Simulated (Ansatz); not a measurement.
Ligand exchange: Cd(CH3)Br + C3H7Cl → Cd(CH3)Cl + C3H7Br

Gas-phase species: Cd(CH3)Br, singlet; C3H7Cl (2-chloropropane) `CC(C)Cl`, singlet; Cd(CH3)Cl, singlet; C3H7Br (2-bromopropane) `CC(C)Br`, singlet. The partners trade Br for Cl: Cd–Br and C–Cl bonds give way to Cd–Cl and C–Br.

Shapes, held fixed at every level: PBE0-D4/def2-TZVP. Programs: Ansatz 0.2.0. The zero-point and thermal change to 298 K, harmonic and unscaled (PBE0-D4/def2-TZVP), is -0.6 kJ/mol.

Problem. Estimate ΔH(298 K) of this reaction.

Solution. The highest level, CCSD(T)/def2-TZVPP, gives ΔH(298 K) = +11.8 kJ/mol; the levels span +11.8 to +21.5. The column of differences is taken from that level and isn't an error. No measured value is set beside it here. For atoms past krypton def2 sets carry core potentials with scalar relativity. Relativity is left out for Br. Outer-core shells of Br, Cd are correlated, in sets that cover them unevenly.

| level | kind | ΔH(298 K) (kJ/mol) | less CCSD(T)/def2-TZVPP |
| --- | --- | --- | --- |
| SPW92/def2-TZVPP | LDA | +14.9 | +3.1 |
| B3LYP-D4/def2-TZVPP | global hybrid | +13.8 | +2.0 |
| PBE0-D4/def2-TZVPP | global hybrid | +16.0 | +4.2 |
| wB97X-V/def2-TZVPP | range-separated hybrid | +15.7 | +3.9 |
| CCSD(T)/def2-SVP | coupled cluster or CI | +21.5 | +9.7 |
| CCSD/def2-TZVPP | coupled cluster or CI | +12.7 | +0.9 |
| CCSD(T)/def2-TZVPP | coupled cluster or CI | +11.8 | 0.0 |
